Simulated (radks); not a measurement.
The phosphorus anion P3-, [Ar], held by a Watson sphere: a shell of charge +2.88 at radius R that stands for the Madelung well of a crystal (potential energy -2.88/R inside, -2.88/r outside, in hartree with lengths in bohr). All-electron calculation, non-relativistic Kohn-Sham, LDA (Slater exchange, VWN5 correlation), spin-unpolarised, spherical densities, point nucleus. Program: a radial shooting solver on a logarithmic mesh with Libxc functionals. Response by self-consistent Sternheimer equations with the Hartree and adiabatic LDA kernel. The sphere does not respond.

[
 {"R (bohr)": "1.89", "e(2p) (eV)": "-120.39", "e(3s) (eV)": "-15.913", "e(3p) (eV)": "-7.336", "<r> 3p (bohr)": "2.218", "sum of <r^2> (bohr^2)": "45.42", "X-ray form factor at sin(theta)/lambda = 0.1 1/angstrom": "15.232", "alpha (bohr^3)": "28.53"},
 {"R (bohr)": "2.34", "e(2p) (eV)": "-119.92", "e(3s) (eV)": "-14.407", "e(3p) (eV)": "-6.523", "<r> 3p (bohr)": "2.402", "sum of <r^2> (bohr^2)": "52.36", "X-ray form factor at sin(theta)/lambda = 0.1 1/angstrom": "14.910", "alpha (bohr^3)": "38.61"},
 {"R (bohr)": "2.72", "e(2p) (eV)": "-119.96", "e(3s) (eV)": "-13.304", "e(3p) (eV)": "-5.810", "<r> 3p (bohr)": "2.555", "sum of <r^2> (bohr^2)": "58.59", "X-ray form factor at sin(theta)/lambda = 0.1 1/angstrom": "14.651", "alpha (bohr^3)": "50.69"},
 {"R (bohr)": "2.94", "e(2p) (eV)": "-120.00", "e(3s) (eV)": "-12.748", "e(3p) (eV)": "-5.412", "<r> 3p (bohr)": "2.643", "sum of <r^2> (bohr^2)": "62.31", "X-ray form factor at sin(theta)/lambda = 0.1 1/angstrom": "14.510", "alpha (bohr^3)": "59.52"},
 {"R (bohr)": "3.63", "e(2p) (eV)": "-120.02", "e(3s) (eV)": "-11.372", "e(3p) (eV)": "-4.302", "<r> 3p (bohr)": "2.911", "sum of <r^2> (bohr^2)": "74.48", "X-ray form factor at sin(theta)/lambda = 0.1 1/angstrom": "14.120", "alpha (bohr^3)": "98.81"},
 {"R (bohr)": "4.46", "e(2p) (eV)": "-119.88", "e(3s) (eV)": "-10.321", "e(3p) (eV)": "-3.291", "<r> 3p (bohr)": "3.221", "sum of <r^2> (bohr^2)": "90.50", "X-ray form factor at sin(theta)/lambda = 0.1 1/angstrom": "13.756", "alpha (bohr^3)": "179.1"},
 {"R (bohr)": "4.54", "e(2p) (eV)": "-119.86", "e(3s) (eV)": "-10.246", "e(3p) (eV)": "-3.211", "<r> 3p (bohr)": "3.251", "sum of <r^2> (bohr^2)": "92.15", "X-ray form factor at sin(theta)/lambda = 0.1 1/angstrom": "13.726", "alpha (bohr^3)": "189.4"}
]
